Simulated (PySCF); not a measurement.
TPSS on Fe⁻ (iron, charge -1), [Ar] 3d7 4s2, high-spin 4F determinant. Calculation: PySCF 2.14, in aug-cc-pVTZ-DK; the spin-free X2C one-electron Hamiltonian (Gaussian nucleus).

```
cycle= 1 E= -1272.56056793586  delta_E= 0.0742  |g|= 0.642  |ddm|= 1.83
cycle= 2 E= -1271.9750703995  delta_E= 0.585  |g|= 1.74  |ddm|= 1.75
cycle= 3 E= -1272.63990077739  delta_E= -0.665  |g|= 0.307  |ddm|=  1.4
cycle= 4 E= -1272.66690547508  delta_E= -0.027  |g|= 0.134  |ddm|= 0.744
cycle= 5 E= -1272.67388982462  delta_E= -0.00698  |g|= 0.0292  |ddm|= 0.398
cycle= 6 E= -1272.67427564457  delta_E= -0.000386  |g|= 0.0013  |ddm|= 0.0824
cycle= 7 E= -1272.67427609079  delta_E= -4.46e-07  |g|= 0.000199  |ddm|= 0.00344
cycle= 8 E= -1272.67427610725  delta_E= -1.65e-08  |g|= 8.58e-06  |ddm|= 0.000995
cycle= 9 E= -1272.67427610731  delta_E= -5.84e-11  |g|= 7.54e-07  |ddm|= 6.59e-05
converged SCF energy = -1272.67427610731  <S^2> = 3.791518  2S+1 = 4.0207054
```

Highest occupied orbital energy: 2.562 eV; ⟨L²⟩ = 12.06; populations by l: s 8.00, p 12.00, d 7.00, f 0.00.

Problem. Can this result be used?

Solution. With care. The run converged. At TPSS the highest occupied level has a positive energy, so only the finite basis holds that electron; in a semilocal or global hybrid functional this comes from self-interaction and does not mean that the real anion is unbound.
